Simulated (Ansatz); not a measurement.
BPH₃F₃⁺ (relaxed from a model of B(PH3)F3, whose bonding it doesn't keep). The state is a doublet with charge 1. Geometry PBE-D4/def2-SVP, that of the neutral singlet; atoms count from 1.

| atom | x (Å) | y (Å) | z (Å) |
| --- | --- | --- | --- |
| B1 | -0.001 | -1.361 | 0.885 |
| P2 | 0.004 | 0.953 | -0.621 |
| H3 | -1.207 | 1.479 | -1.182 |
| H4 | 0.764 | 1.069 | -1.832 |
| H5 | 0.443 | 2.206 | -0.076 |
| F6 | -0.464 | -2.127 | -0.103 |
| F7 | -0.849 | -0.887 | 1.798 |
| F8 | 1.309 | -1.331 | 1.130 |

In the doublet geometry the species has come apart into loosely held pieces.

Q: Estimate the Mulliken populations from the PBE0/def2-TZVP orbitals of Ansatz.

A: 
| atom | charge (e) | spin (α − β) |
| --- | --- | --- |
| B1 | 0.49 | -0.02 |
| P2 | 0.22 | 0.83 |
| H3 | 0.25 | 0.03 |
| H4 | 0.25 | 0.03 |
| H5 | 0.25 | 0.03 |
| F6 | -0.15 | 0.03 |
| F7 | -0.15 | 0.03 |
| F8 | -0.15 | 0.03 |
Mulliken values and Mayer orders depend strongly on the basis.

Q: Where does the spin sit?

A: Summed by element: B -0.02, P 0.83, H 0.10, F 0.09, of 1 unpaired in all. Largest on single atoms: P2 0.83, H4 0.03, H5 0.03.

Q: And the Mayer bond orders between bonded heavy atoms (over 0.3)?

A: B1–F6 1.27 (1.33 Å); B1–F7 1.27 (1.33 Å); B1–F8 1.27 (1.33 Å).
